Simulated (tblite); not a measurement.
Compound: C5H10F3NSi.
Atom-mapped SMILES: `[CH2:1]=[N:2][SiH2:3][C@@H:4]([CH3:5])[CH2:6][C:7]([F:8])([F:9])[F:10]` (hydrogens: H11, H12 on C1; H13, H14 on Si3; H15 on C4; H16, H17, H18 on C5; H19, H20 on C6)

A start from a force field or distance geometry was refined with GFN2-xTB geometry optimisation, gas phase in tblite 0.8.0. Values at the start:

```tsv
coordinate	start
C1=N2	1.292 Å
C1–H11	1.104 Å
C1–H12	1.098 Å
N2–Si3	1.723 Å
Si3–C4	1.910 Å
Si3–H13	1.471 Å
Si3–H14	1.486 Å
C4–C5	1.556 Å
C4–C6	1.547 Å
C4–H15	1.090 Å
C5–H16	1.098 Å
C6–C7	1.523 Å
C6–H19	1.096 Å
C6–H20	1.110 Å
C7–F8	1.352 Å
C1–N2–Si3	117.0°
N2–Si3–C4	104.9°
Si3–C4–C6	115.7°
C4–C6–C7	114.7°
C5–C4–C6	108.2°
C6–C7–F8	112.7°
C6–C7–F9	110.0°
F8–C7–F9	107.0°
C1–N2–Si3–C4	-134°
N2–Si3–C4–C5	-78°
C4–C6–C7–F8	-68°
```

Question: How do these coordinates change at the GFN2-xTB level?

Answer: 
| coordinate | GFN2-xTB (Å or °) | change |
| --- | --- | --- |
| C1=N2 | 1.248 | -0.044 |
| C4–C5 | 1.526 | -0.030 |
| Si3–H14 | 1.465 | -0.021 |
| C6–H20 | 1.092 | -0.018 |
| C4–C6 | 1.529 | -0.018 |
| C6–C7 | 1.509 | -0.014 |
| C1–H11 | 1.092 | -0.012 |
| Si3–H13 | 1.461 | -0.010 |
| C1–H12 | 1.088 | -0.010 |
| Si3–C4 | 1.919 | +0.009 |
| C5–H16 | 1.090 | -0.008 |
| C7–F8 | 1.346 | -0.006 |
| C4–H15 | 1.094 | +0.004 |
| N2–Si3 | 1.721 | -0.002 |
| C6–H19 | 1.094 | -0.002 |
| C1–N2–Si3 | 134.9 | +17.9 |
| Si3–C4–C6 | 112.9 | -2.8 |
| N2–Si3–C4 | 102.6 | -2.3 |
| C6–C7–F9 | 111.8 | +1.8 |
| C4–C6–C7 | 113.1 | -1.6 |
| F8–C7–F9 | 105.6 | -1.4 |
| C6–C7–F8 | 113.5 | +0.8 |
| C5–C4–C6 | 108.7 | +0.5 |
| C1–N2–Si3–C4 | -125 | +9 |
| C4–C6–C7–F8 | -71 | -3 |
| N2–Si3–C4–C5 | -77 | +1 |

The energy falls by 29.1 kJ/mol over 79 L-BFGS steps, the largest force on an atom goes from 2.94 to 0.009 eV/Å, and the atoms move by 0.235 Å rms after alignment. The bond that changes most is C1=N2 (C=N carbon to C=N nitrogen), which shortens by 0.044 Å. Bonds longer at the end by more than 0.005 Å: 1 of 19; shorter: 12. Among the dihedrals that turn most is C1–N2–Si3–H13, from 106° to 122°. Rotational constants go from 1445, 833.4, 648.9 to 1446, 869.6, 686.3 MHz.

Its GFN2-xTB frequencies are all real (lowest 24 cm⁻¹). One conformer, not necessarily the lowest. 3 starts were optimised and ended at 0.00, 0.71 and 1.56 kcal/mol (GFN2-xTB); the lowest of these is shown.

The numbers are calculated, not measured.
